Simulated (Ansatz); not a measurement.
A nudged elastic band was laid between two geometries of B2H5NOSi (10 atoms, charge 0, multiplicity 1).

Method: RKS PBE-D4/def2-SVP in Ansatz.

| Property | Result |
| --- | --- |
| movable images | 5 |
| climbing image | yes |
| spring | 5.0 eV/Å² |
| optimiser | quadratic models (default) |
| start path | through a guess of the saddle point |
| force threshold | 0.03 eV/Å |
| iteration limit | 60 |
| end points | relaxed |

Initial state:

```xyz
10
Properties=species:S:1:pos:R:3
O -0.526 0.615 2.302
Si 0.316 0.362 0.858
B 0.117 -1.322 -0.237
N 0.089 -0.562 -1.462
B -0.382 0.724 -1.011
H -0.183 1.343 2.848
H 1.760 0.783 1.006
H -0.103 -2.517 -0.188
H 0.068 -0.932 -2.420
H -1.073 1.455 -1.693
```

Final state:

```xyz
10
Properties=species:S:1:pos:R:3
O -0.036 1.001 2.037
Si 1.145 0.705 0.264
B 0.336 -1.048 -0.330
N 0.174 -0.597 -1.688
B -0.290 0.656 -1.157
H 0.576 0.993 2.800
H -0.565 0.182 2.126
H -0.034 -2.133 0.088
H 0.036 -1.081 -2.580
H -1.259 1.273 -1.557
```

What changes between the two ends?

Bonds broken: Si2–H7. Bonds formed: O1–H7.

What energy profile does the band end with?

It converged. The highest image is number 2 of 0 to 6, 2.59 eV above the first end and 0.98 eV above the last; the last end lies 1.62 eV above the first. Neighbouring images differ by up to 2.1 eV, so the band resolves the path poorly. A vibrational analysis at the climbing image gives one clearly imaginary mode, 1252i cm⁻¹: a first-order saddle point. The orbitals stay closed-shell, which can raise the energy where a bond breaks towards radicals; this wasn't checked here.

```csv
image,path coordinate (Å),energy (eV),Si2–H7 (Å),O1–H7 (Å)
0,0.00,0.00,1.51,2.63
1,0.85,0.52,1.50,2.24
2,1.70,2.59,1.62,1.35
3,2.66,1.66,2.45,0.98
4,3.61,1.65,2.61,0.98
5,4.56,1.63,2.59,0.98
6,5.52,1.62,2.58,0.98
```

What is the geometry of the highest image?


```xyz
10
Properties=species:S:1:pos:R:3:forces:R:3
O 0.089 0.625 2.397 0.00 0.00 -0.01
Si 0.764 0.285 0.599 -0.01 -0.01 -0.01
B 0.160 -1.344 -0.414 0.01 0.01 0.01
N 0.018 -0.593 -1.636 0.00 -0.01 0.00
B -0.395 0.637 -1.008 0.00 0.00 0.01
H -0.320 1.518 2.386 -0.01 0.00 0.01
H 1.348 0.883 1.983 0.01 0.00 0.00
H -0.165 -2.505 -0.275 0.00 0.00 0.00
H -0.151 -0.929 -2.590 0.00 0.01 0.00
H -1.263 1.372 -1.439 0.00 0.00 0.00
```

Time of the run: 110 s on 2 threads of AMD EPYC 9R14 (Zen 4), on a shared host, peak memory 0.17 GiB.
